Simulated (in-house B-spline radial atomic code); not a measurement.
Values are calculated unless marked as measured or tabulated.
## What the choice of pseudopotential does to G0W0 on PBE0: Kr

All numbers come from a B-spline radial code for spherical atoms, non-relativistic, configuration [Ar] 3d10 4s2 4p6, open shells at high spin. Semilocal Troullier-Martins pseudo-atoms, one channel per l, are made with PBE or LDA for several valence sets and radii, with or without a model core, and set against the all-electron atom. One channel fits only the lowest state of its l, so a second state of that l is approximate. All electrons give 4p: PBE0 -10.773 eV, G0W0 -14.231 eV. Potentials are made in the ion's own configuration unless the neutral atom is named, and a smooth local potential serves every l without a channel. Potentials that miss their own reference levels by more than 6 millihartree, or need radii over 3.5 bohr, are left out. Columns give pseudo minus all-electron, in eV; a dash marks a level in the core or of low weight.

```json
{"valence": "4s 4p", "made with": "PBE", "radii (bohr)": "s 1.10 p 1.24", "model core (bohr)": "1.02", "4p PBE0": "+0.01", "4p G0W0": "-0.11"}
{"valence": "4s 4p", "made with": "PBE", "radii (bohr)": "s 1.24 p 1.40", "model core (bohr)": "1.02", "4p PBE0": "+0.02", "4p G0W0": "-0.04"}
{"valence": "4s 4p", "made with": "LDA", "radii (bohr)": "s 1.75 p 2.02", "model core (bohr)": "1.02", "4p PBE0": "+0.02", "4p G0W0": "+0.06"}
{"valence": "3d 4s 4p", "made with": "PBE", "radii (bohr)": "s 1.10 p 1.24 d 0.98", "model core (bohr)": "none", "4p PBE0": "-0.05", "4p G0W0": "-0.32"}
{"valence": "3d 4s 4p", "made with": "LDA", "radii (bohr)": "s 1.22 p 1.40 d 1.10", "model core (bohr)": "none", "4p PBE0": "-0.07", "4p G0W0": "-0.35"}
{"valence": "3d 4s 4p", "made with": "PBE", "radii (bohr)": "s 1.24 p 1.40 d 1.10", "model core (bohr)": "0.26", "4p PBE0": "-0.06", "4p G0W0": "-0.34"}
{"valence": "3d 4s 4p", "made with": "PBE", "radii (bohr)": "s 1.37 p 1.55 d 1.22", "model core (bohr)": "0.26", "4p PBE0": "-0.06", "4p G0W0": "-0.34"}
{"valence": "3d 4s 4p", "made with": "PBE", "radii (bohr)": "s 1.58 p 1.78 d 1.41", "model core (bohr)": "0.26", "4p PBE0": "-0.06", "4p G0W0": "-0.37"}
{"valence": "3p 3d 4s 4p", "made with": "PBE", "radii (bohr)": "s 1.37 p 0.47 d 1.22", "model core (bohr)": "none", "4p PBE0": "-0.02", "4p G0W0": "+0.07"}
{"valence": "3p 3d 4s 4p", "made with": "LDA", "radii (bohr)": "s 1.55 p 0.54 d 1.41", "model core (bohr)": "none", "4p PBE0": "-0.01", "4p G0W0": "+0.11"}
{"valence": "3p 3d 4s 4p", "made with": "PBE", "radii (bohr)": "s 1.78 p 0.61 d 1.59", "model core (bohr)": "none", "4p PBE0": "-0.02", "4p G0W0": "+0.12"}
{"valence": "3p 3d 4s 4p", "made with": "PBE", "radii (bohr)": "s 1.24 p 0.42 d 1.10", "model core (bohr)": "0.24", "4p PBE0": "-0.04", "4p G0W0": "+0.04"}
{"valence": "3p 3d 4s 4p", "made with": "LDA", "radii (bohr)": "s 1.55 p 0.54 d 1.41", "model core (bohr)": "0.24", "4p PBE0": "+0.03", "4p G0W0": "+0.15"}
{"valence": "3p 3d 4s 4p", "made with": "PBE", "radii (bohr)": "s 1.78 p 0.61 d 1.59", "model core (bohr)": "0.24", "4p PBE0": "0.00", "4p G0W0": "+0.14"}
```

(1) How does the G0W0 shift of 4p, which all sets hold, depend on the valence set?

Answers

(1) Mean size: 4s 4p: 0.07 eV; 3p 3d 4s 4p: 0.11 eV; 3d 4s 4p: 0.34 eV. A larger valence set can do worse when it takes only part of a shell, whose exchange with the frozen rest is then left to the functional. The means mix radii and the functional used in making the potentials.
